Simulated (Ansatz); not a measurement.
Total energies of AlFH2OTe, SMILES `[OH][Al]([F])[TeH]`.

Cartesian coordinates in Å:
```
O 0.414 -1.541 -0.134
Al -0.315 -0.250 0.659
F -1.056 -0.551 2.092
Te -0.384 2.129 -0.147
H 0.868 -1.478 -0.972
H 0.472 1.690 -1.498
```

The species carries charge 0 and has multiplicity 1. Correlated methods include outer-core shells of Te, which these sets cover unevenly. Te takes the def2 core potential. The structure was optimised at the PBE0-D4/def2-TZVP level. It is one conformer, not always the lowest. Basis def2-TZVPP, Ansatz.

RPA on PBE orbitals: Hartree–Fock energy of these orbitals -684.60580 Eh, correlation -1.45449 Eh (frozen core).

| functional | energy without D4 (Eh) | D4 term (kJ/mol) |
| --- | --- | --- |
| LDA (SPW92) | -684.37139 | – |
| PBE | -686.66754 | -12.5 |
| revPBE | -686.91460 | -30.2 |
| BLYP | -686.92165 | -26.3 |
| r2SCAN | -686.99153 | -2.8 |
| B97M-V | -686.85731 | – |
| PBE0 | -686.70776 | -10.8 |
| B3LYP | -687.10138 | -20.5 |
| r2SCANh | -686.96795 | -3.1 |
| r2SCAN0 | -686.93362 | -3.5 |
| HSE06 (plane-wave form) | -686.69267 | -10.3 |
| BHLYP | -686.86192 | -19.1 |
| CAM-B3LYP | -686.94716 | -11.3 |
| LC-ωPBE | -686.84054 | – |
| ωB97X-V | -686.87029 | – |
| ωB97M-V | -686.89890 | – |
| B2PLYP | -686.60047 | – |
| PBE-QIDH | -686.43988 | – |

B3LYP takes the VWN-RPA correlation (the form of Gaussian; ORCA's B3LYP/G). HSE06 is the plane-wave form, built on full-range PBE exchange. The double hybrids freeze the cores in their second-order part.

LC-ωPBE has ω = 0.4 bohr⁻¹.
